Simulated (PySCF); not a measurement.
The vertical singlet excitations below were computed for one of the candidates. Level of theory: TDDFT CAM-B3LYP/def2-SVPD, vertical, gas phase, core orbitals frozen in the response in PySCF 2.14.0, density-fitted response routines. Geometries: GFN2-xTB, one conformer each.

```tsv
state	ν̃ (cm⁻¹)	f	main configurations (H = HOMO, L = LUMO)
S1	33930	0.0000	H-1→L (87%)
S2	34950	0.214	H→L (55%), H→L+1 (37%)
S3	36240	0.0022	H-2→L (82%), H-2→L+3 (12%)
S4	36390	0.241	H→L+1 (48%), H→L (40%), H-3→L (9%)
S5	46540	0.0004	H-1→L+1 (94%)
S6	47370	0.165	H-3→L (81%), H→L+1 (14%)
S7	51460	0.0000	H→L+2 (89%)
S8	53010	0.095	H→L+3 (75%), H-4→L (14%)
```

Question: Which candidate is it?
A. `c1cc(/C=N\[H])cc[n+]1[O-]`
B. `N#C[C@@H]1C=C[C@H]1NC=O`
C. `N[C@@H]1C=C[S@@](=O)CC1`

Answer: A. Its S1, at 4.21 eV, is the lowest among the candidates; the nearest of the others has S1 at 5.10 eV. S1 is HOMO-1→LUMO (87%). Löwdin shares by element: HOMO oxygen 41%, carbon 21% or more, nitrogen 12% or more (atoms not listed hold the other 27%); LUMO nitrogen 30%, carbon 14% or more, oxygen 14% (atoms not listed hold the other 43%). At the same level the other candidates give, for their lowest levels:
- `N#C[C@@H]1C=C[C@H]1NC=O`: 5.73 eV (f 0.002); 6.46 eV (f 0.029); 7.03 eV (f 0.009); 7.05 eV (f 0.023); 7.28 eV (f 0.334); T1 4.40 eV; HOMO -9.32, LUMO 0.23 eV
- `N[C@@H]1C=C[S@@](=O)CC1`: 5.10 eV (f 0.027); 5.86 eV (f 0.009); 5.96 eV (f 0.020); 6.18 eV (f 0.030); 6.53 eV (f 0.012); T1 4.20 eV; HOMO -8.06, LUMO 0.31 eV

The values belong to the conformer `[H]/[N:1]=[CH:2]\[c:3]1[cH:4][cH:5][n+:6]([O-:7])[cH:8][cH:9]1`: N1–C2–C3–C4 0°.
Triplets come from the Tamm–Dancoff approximation.
